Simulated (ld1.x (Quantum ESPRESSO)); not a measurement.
# Varying the TM potential for gadolinium

Base potential:

Gd (Z = 64), norm-conserving Troullier–Martins (Kleinman–Bylander form), made with ld1.x (Quantum ESPRESSO) 7.5 (PBEsol, fully relativistic). Core [Kr] 4d10 4f7, reference 5s2 5p6 5d1 6s2 6p0. Waves: 5s (bound): rc 1.75 bohr; 5p (bound): rc 2.10 bohr; 5d (bound): rc 3.55 bohr. Local part: all-electron potential smoothed inside 1.80 bohr (lloc = -1). Core correction: a·sin(br)/r model core inside 1.05 bohr.

Open shells are filled in proportion to 2j + 1 (rel_dist='average').

Occupied shells without a wave of their own: 6s. They enter only through the test configuration that unscreens the potential, and ld1.x also counts them in the model core charge.

All-electron outer shells of the reference configuration (PBEsol, scalar-relativistic, ld1.x):

```json
{"shell": "4d", "level (eV)": "-147.59", "outermost node (bohr)": "0.27", "outermost maximum (bohr)": "0.56"}
{"shell": "5s", "level (eV)": "-49.77", "outermost node (bohr)": "0.65", "outermost maximum (bohr)": "1.20"}
{"shell": "5p", "level (eV)": "-27.28", "outermost node (bohr)": "0.70", "outermost maximum (bohr)": "1.35"}
{"shell": "4f", "level (eV)": "-8.73", "outermost node (bohr)": "–", "outermost maximum (bohr)": "0.56"}
{"shell": "6s", "level (eV)": "-4.15", "outermost node (bohr)": "1.60", "outermost maximum (bohr)": "3.37"}
{"shell": "5d", "level (eV)": "-2.56", "outermost node (bohr)": "0.79", "outermost maximum (bohr)": "1.97"}
{"shell": "6p", "level (eV)": "-1.31", "outermost node (bohr)": "1.92", "outermost maximum (bohr)": "4.55"}
```

Cutoffs, loose and tight: the cutoffs (Ry, on a coarse ladder) from which the occupation-weighted sum of valence levels, in a spherical-Bessel basis at the reference potential, stays within 10 and 1 mRy of its value at 400 Ry. They do not see the model core or the augmentation charge, which bear on the density cutoff. Test errors are all-electron minus pseudo excitation energies from the reference, over the configurations 5s2 5p6 5d1 6s1 6p0; 5s2 5p6 5d1 6s0 6p0; 5s2 5p6 5d0 6s0 6p0; 5s2 5p6 5d1 6s0 6p1; 5s2 5p6 5d1 6s1 6p1; 5s2 5p6 5d1 6s1.5 6p0; 5s1 5p6 5d1 6s2 6p0. A dash means not determined; rows that change the core or the reference have their own tests. The largest error is taken over the tests solved by every variant that gives reliable tests at all: 5s1 5p6 5d1 6s2 6p0; 5s2 5p6 5d0 6s0 6p0; 5s2 5p6 5d1 6s0 6p0; 5s2 5p6 5d1 6s1 6p0; 5s2 5p6 5d1 6s1.5 6p0.

With those shells counted twice in exchange and correlation these files are broken, and their errors move erratically; no question is asked of them.

Cutoffs are not given where the Bessel-basis levels miss the radial ones by over 6 mRy, ghosts where they miss by over 20 mRy; a channel whose overlap is not positive is not tested.

| change | outcome | cutoff, loose | cutoff, tight | bound ghosts | largest test error (meV) |
| --- | --- | --- | --- | --- | --- |
| base | generated | – | – | none | -1786 |
| wave 5p (bound): rc 2.10 bohr becomes 5p (bound): rc 1.44 bohr | generated | – | – | not determined | -1792 |
| wave 5p (bound): rc 2.10 bohr becomes 5p (bound): rc 1.76 bohr | generated | – | – | not determined | -1790 |
| wave 5p (bound): rc 2.10 bohr becomes 5p (bound): rc 2.02 bohr | generated | – | – | none | -1788 |
| wave 5p (bound): rc 2.10 bohr becomes 5p (bound): rc 2.22 bohr | generated | 45 Ry | 80 Ry | none | -1785 |
| wave 5p (bound): rc 2.10 bohr becomes 5p (bound): rc 2.54 bohr | generated | 45 Ry | 80 Ry | none | -1782 |
| wave 5p (bound): rc 2.10 bohr becomes 5p (bound): rc 2.92 bohr | generated | 45 Ry | 80 Ry | none | -1781 |
| wave 5p (bound): rc 2.10 bohr becomes 5p (bound): rc 3.04 bohr | generated | 45 Ry | 80 Ry | none | -1782 |

Reading the sweep of the p radius (base included, trends over the rows without a ghost): The loose cutoff stays near 45 Ry. The median size of the test errors (rows with all tests solved) stays near 311.9 meV.
